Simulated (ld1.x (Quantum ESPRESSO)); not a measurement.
cobalt (Co): one change to a PAW potential, before and after

- Element: Co
- Generator: ld1.x (Quantum ESPRESSO) 7.5
- Type: PAW
- Functional: LDA (PZ)
- Relativity: scalar-relativistic
- Frozen core: [Ne]
- Valence charge: 17
- Reference configuration: 3s2 3p6 3d7.5 4s1.5 4p0
- Partial waves: 3s (bound): rcut 1.05, rcutus 1.25 bohr; 4s (bound): rcut 1.05, rcutus 1.25 bohr; 3p (bound): rcut 1.15, rcutus 1.30 bohr; 4p (bound, empty): rcut 1.15, rcutus 1.30 bohr; 3d (bound): rcut 0.90, rcutus 1.00 bohr; 3d channel at -0.05 Ry: rcut 0.90, rcutus 1.00 bohr
- Local potential: all-electron potential smoothed inside 1.10 bohr (lloc = -2)
- Core correction: Bessel-smoothed model core, default radius (core density twice the valence density)
- Augmentation charge: BESSEL, radius 0.70 bohr

Change: waves 3p (bound): rcut 1.15, rcutus 1.98 bohr; 4p (bound): rcut 1.15, rcutus 1.98 bohr.

Cutoffs: the cutoffs (Ry, on a coarse ladder) from which the occupation-weighted sum of valence levels, in a spherical-Bessel basis at the reference potential, stays within 10 and 1 mRy of its value at 400 Ry; they do not see the model core or the augmentation charge, which bear on the density cutoff. Errors are all-electron minus pseudo energies relative to the spin-unpolarised reference configuration.

Task: How do hardness, ghosts and transferability respond?

Result: The potential gets neither clearly harder nor softer (140 Ry and 200 Ry → 140 Ry and 180 Ry); the d channel sets the loose cutoff, while the largest relative change is in p, which becomes softer; the number of tests that count goes from 9 to 8; of the 8 tests that both files solve, the error grows in 4 and shrinks in 1 by more than 15 % and 0.3 meV (median size 1.3 → 1.9 meV); neither file shows a bound ghost at the reference potential, the only one tested.

```csv
quantity,base,changed
"cutoff, loose",140 Ry,140 Ry
"cutoff, tight",200 Ry,180 Ry
loose cutoff by channel (10 mRy a level),"s 40 Ry, p 40 Ry, d 90 Ry","s 40 Ry, p 18 Ry, d 90 Ry"
bound ghosts,none,none
"tests counted (converged, no solver errors)",9 of 9,8 of 9
"error for 3s2 3p6 3d7 4s2 4p0, meV [ΔE 0.98 eV]",+1.3,0.0
"error for 3s2 3p6 3d7 4s1 4p0, meV [ΔE 10.28 eV]",+0.1,-0.3
"error for 3s2 3p6 3d7 4s0 4p0, meV [ΔE 27.36 eV]",-1.7,-1.7
"error for 3s1 3p6 3d7 4s2 4p0, meV [ΔE 110.97 eV]",-15,-39
"error for 3s2 3p6 3d8 4s1 4p0, meV [ΔE -0.26 eV]",-0.2,-0.3
"error for 3s2 3p6 3d8 4s0 4p0, meV [ΔE 7.69 eV]",-0.8,-2.1
"error for 3s2 3p6 3d7.5 4s1.5 4p0 (spin-polarised), meV [ΔE -1.46 eV]",-1.5,+9.5
"error for 3s2 3p6 3d7 4s2 4p0 (spin-polarised), meV [ΔE -1.00 eV]",-1.2,+13
lowest overlap eigenvalue by channel,"s 0.11, p 0.15, d 0.78","s 0.11, p 0.74, d 0.78"
```

Changed file: Tests not counted: 3s2 3p6 3d7 4s0 4p1 (solver errors, printed error -3.1 eV).
